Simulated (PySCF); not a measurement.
Mapped SMILES: `[cH:1]1[cH:2][cH:3][c:4]2[nH:5][n:6][n:7][c:8]2[cH:9]1`; H(Xn) means a hydrogen on atom n.

PySCF 2.14 calculation with geometry: PBE0-D3(BJ)/def2-SVP, J couplings at B3LYP/pcJ-1 (without the spin–dipole term) and σ from GIAO-PBE0/pcSseg-1; a single conformation, gas phase, no relativistic terms.

Chemical shifts δ = σref − σ; TMS for 1H (σ = 31.27 ppm), all at this level.

The spectrum was simulated from the full spin Hamiltonian at 400 MHz with 0.8 Hz Lorentzian lines, from shifts rounded to 0.01 ppm and J to 0.1 Hz, couplings under 1 Hz left out. Exchangeable protons (1H) are left uncoupled and out of the list.

Q: List the maxima of its 1H spectrum with integrals.

A: 
```
region  integral (H)    ppm      Hz  height
     1             1  8.402  3360.7      95
     1                8.379  3351.5     100
     2             3  7.687  3074.7      18
     2                7.684  3073.6      26
     2                7.664  3065.8      93
     2                7.662  3064.7      96
     2                7.657  3062.9      80
     2                7.640  3055.9      92
     2                7.635  3054.1       9
     2                7.617  3047.0      37
     2                7.590  3036.0      39
     2                7.587  3034.9      36
     2                7.572  3029.0      23
     2                7.570  3027.8      25
     2                7.567  3026.8      38
     2                7.565  3025.8      34
     2                7.550  3019.8      23
     2                7.547  3018.8      22
```

Q: Summarise it as multiplets with assignments.

A: 1H NMR (400 MHz, computed): δ 10.74 (br s, 1H, H(N5)), 8.39 (m, 1H, H(C9)), 7.67 (m, 1H, H(C3)), 7.64 (m, 1H, H(C2)), 7.57 (m, 1H, H(C1)). These are first-order names; overlap and second-order distortion can hide them in the list.

Exchangeable OH/NH protons stand at their gas-phase positions; hydrogen bonding in a real sample shifts them, mostly to higher δ. Splittings below 1 Hz are ignored in the labels, and close J values are merged. Unscaled 3J(H,H) at this level run about 10 % above measured values.
